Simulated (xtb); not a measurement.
xtb input (GFN2-xTB):

```bash
xtb mol.xyz --gfn 2 --sp --chrg 0 --uhf 0
```
mol.xyz:
```
12

C     -3.12804164     0.46182684    -0.00699816
C     -1.92620386     0.31765588    -0.56232090
Si    -0.80205344    -1.13094696    -0.24175752
Si     1.14383722    -0.37076314     0.82357478
Cl     1.95581778     1.13535436    -0.36576555
H     -3.54499752    -0.28441710     0.66088346
H     -3.74958676     1.33071855    -0.19614686
H     -1.56429960     1.10431408    -1.21997746
H     -1.49536437    -2.11911438     0.62267942
H     -0.39436513    -1.78717254    -1.50891473
H      0.86211710     0.22101975     2.15115880
H      2.17809438    -1.41932764     0.97880436
```

End of the output:

```
         :::::::::::::::::::::::::::::::::::::::::::::::::::::
         ::                     SUMMARY                     ::
         :::::::::::::::::::::::::::::::::::::::::::::::::::::
         :: total energy             -15.848013558792 Eh    ::
         :: gradient norm              0.029418678832 Eh/a0 ::
         :: HOMO-LUMO gap              3.521578760772 eV    ::
         ::.................................................::
         :: SCC energy               -16.005585916024 Eh    ::
         :: -> isotropic ES            0.027682183671 Eh    ::
         :: -> anisotropic ES          0.000678926936 Eh    ::
         :: -> anisotropic XC          0.009447751354 Eh    ::
         :: -> dispersion             -0.008871262268 Eh    ::
         :: repulsion energy           0.157572357232 Eh    ::
         :: add. restraining           0.000000000000 Eh    ::
         :: total charge               0.000000000000 e     ::
         :::::::::::::::::::::::::::::::::::::::::::::::::::::

           -------------------------------------------------
          |                Property Printout                |
           -------------------------------------------------

    * Orbital Energies and Occupations

         #    Occupation            Energy/Eh            Energy/eV
      -------------------------------------------------------------
         1        2.0000           -1.0468047             -28.4850
       ...           ...                  ...                  ...
         3        2.0000           -0.6555084             -17.8373
         4        2.0000           -0.6022661             -16.3885
         5        2.0000           -0.5406783             -14.7126
         6        2.0000           -0.4968248             -13.5193
         7        2.0000           -0.4617456             -12.5647
         8        2.0000           -0.4498022             -12.2397
         9        2.0000           -0.4485962             -12.2069
        10        2.0000           -0.4336326             -11.7997
        11        2.0000           -0.4301811             -11.7058
        12        2.0000           -0.4197863             -11.4230
        13        2.0000           -0.4189541             -11.4003
        14        2.0000           -0.4071459             -11.0790
        15        2.0000           -0.3700482             -10.0695 (HOMO)
        16                         -0.2406325              -6.5479 (LUMO)
        17                         -0.2145344              -5.8378
        18                         -0.2025265              -5.5110
        19                         -0.1830124              -4.9800
        20                         -0.1623629              -4.4181
        21                         -0.1524155              -4.1474
        22                         -0.1451321              -3.9492
        23                         -0.0754933              -2.0543
        24                         -0.0621897              -1.6923
        25                         -0.0205784              -0.5600
        26                         -0.0039419              -0.1073
       ...                                ...                  ...
        42                          0.7336152              19.9627
      -------------------------------------------------------------
                  HL-Gap            0.1294156 Eh            3.5216 eV
             Fermi-level           -0.3053403 Eh           -8.3087 eV

     #   Z          covCN         q      C6AA      α(0)
     1   6 C        2.853    -0.076    29.890     8.961
     2   6 C        2.785    -0.131    31.328     9.168
     3  14 Si       3.657     0.382   100.417    19.209
     4  14 Si       3.558     0.420   100.874    19.335
     5  17 Cl       0.801    -0.318   109.230    15.988
     6   1 H        0.925     0.030     2.582     2.513
     7   1 H        0.925     0.036     2.504     2.475
     8   1 H        0.925     0.033     2.541     2.493
     9   1 H        0.912    -0.111     5.969     3.822
    10   1 H        0.912    -0.094     5.364     3.623
    11   1 H        0.913    -0.085     5.067     3.521
    12   1 H        0.913    -0.086     5.112     3.536

 Mol. C6AA /au·bohr⁶  :       3061.878607
 Mol. C8AA /au·bohr⁸  :     118003.401977
 Mol. α(0) /au        :         94.642615

Wiberg/Mayer (AO) data.
largest (>0.10) Wiberg bond orders for each atom

 ---------------------------------------------------------------------------
     #   Z sym  total        # sym  WBO       # sym  WBO       # sym  WBO
 ---------------------------------------------------------------------------
     1   6 C    3.990 --     2 C    1.978     6 H    0.980     7 H    0.974
     2   6 C    3.974 --     1 C    1.978     8 H    0.972     3 Si   0.931
     3  14 Si   3.661 --     2 C    0.931     9 H    0.890    10 H    0.885
                             4 Si   0.813
     4  14 Si   3.732 --     5 Cl   1.028    12 H    0.890    11 H    0.890
                             3 Si   0.813
     5  17 Cl   1.111 --     4 Si   1.028
     6   1 H    0.999 --     1 C    0.980
     7   1 H    0.999 --     1 C    0.974
     8   1 H    0.999 --     2 C    0.972
     9   1 H    0.988 --     3 Si   0.890
    10   1 H    0.991 --     3 Si   0.885
    11   1 H    0.993 --     4 Si   0.890
    12   1 H    0.991 --     4 Si   0.890
 ---------------------------------------------------------------------------

Topologies differ in total number of bonds
Writing topology from bond orders to xtbtopo.mol

molecular dipole:
                 x           y           z       tot (Debye)
 q only:       -0.586      -0.835       0.419
   full:       -0.486      -0.431       0.329       1.851
molecular quadrupole (traceless):
                xx          xy          yy          xz          yz          zz
 q only:       -2.906      -3.856       0.605       1.485       0.238       2.302
  q+dip:       -1.018      -4.635      -0.316       0.126      -0.299       1.334
   full:       -1.048      -3.920      -0.125       0.660      -0.324       1.173
Note: The following floating-point exceptions are signalling: IEEE_UNDERFLOW_FLAG IEEE_DENORMAL
normal termination of xtb

           -------------------------------------------------
          | TOTAL ENERGY              -15.848013558792 Eh   |
          | GRADIENT NORM               0.029418678832 Eh/α |
          | HOMO-LUMO GAP               3.521578760772 eV   |
           -------------------------------------------------

------------------------------------------------------------------------
------------------------------------------------------------------------
 total:
 SCF:
```
